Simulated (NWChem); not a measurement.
System: C2H6Si; SMILES [SiH3]C=C

Input file for NWChem:

```
start job
memory heap 200 mb stack 900 mb global 1100 mb
geometry units angstroms noautosym nocenter noautoz
  Si    -0.057545    -1.076692     0.000344
  C      0.529748     0.698904     0.000702
  C     -0.293272     1.753829    -0.000828
  H      0.467799    -1.812514    -1.191898
  H     -1.551856    -1.101167    -0.026197
  H      0.423496    -1.799082     1.219320
  H      1.611600     0.889897     0.002978
  H      0.081521     2.783790     0.000501
  H     -1.383331     1.638379    -0.003792
end
basis spherical
  Si library 6-31g*
  C library 6-31g*
  H library 6-31g*
end
dft
  xc m06-2x
  iterations 150
end
cosmo
  do_cosmo_smd true
  solvent ethanol
end
task dft energy
```

The geometry was optimised at PBE0/def2-SVP. Solvent: ethanol.

Level: M06-2X/6-31G* with SMD (1 M gas to 1 M solution), gas-phase geometry. Reactions with the solvent are ignored.

Task: Predict the main results of this run. (M06-2X/6-31G* (spherical d), SMD on the gas-phase geometry.) Quantities: solvation free energy (kcal/mol); cavity-dispersion-structure term (kcal/mol); dipole in solution (D).

Result: 
```yaml
solvation free energy (kcal/mol): -0.8
cavity-dispersion-structure term (kcal/mol): 0.7
dipole in solution (D): 0.95
```
